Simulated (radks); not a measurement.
Values are calculated unless marked as measured or tabulated.
Task: These are the eigenvalues of the occupied orbitals of an atom or ion with whole-number occupations (hartree). Code: a radial shooting solver on a logarithmic mesh with Libxc functionals. Model: scalar-relativistic Kohn-Sham, r2SCAN, spin-polarised, spherical densities, finite nucleus; meta-GGA in the generalised Kohn-Sham scheme; Fermi nuclear charge, rms radius of each element as measured or else 0.836 A^(1/3) + 0.57 fm.

1s up: -1490.116
1s down: -1490.111
2s up: -245.8854
2s down: -245.8553
2p up: -220.9203
2p down: -220.8963
3s up: -59.26291
3s down: -59.25258
3p up: -51.27772
3p down: -51.26393
3d up: -39.96050
3d down: -39.93571
4s up: -17.94343
4s down: -17.86209
4p up: -15.27154
4p down: -15.18996
4d up: -11.39173
4d down: -11.30497
5s up: -7.59158

Which element is it, and in what charge state? The configuration may be excited. Open shells, if any, are filled with parallel spins first.

Result: Z = 58, cerium, charge +12: Ce12+ in [Kr] 4d9 5s1. The list shows which subshells hold electrons but not how many an open one holds; the 1s level, -1490.1 hartree, gives Z - s = 54.6 by -(Z - s)^2/2, which with screening and relativity narrows Z to a few neighbours, and the depths of the outer levels then fix element, charge and occupations together.
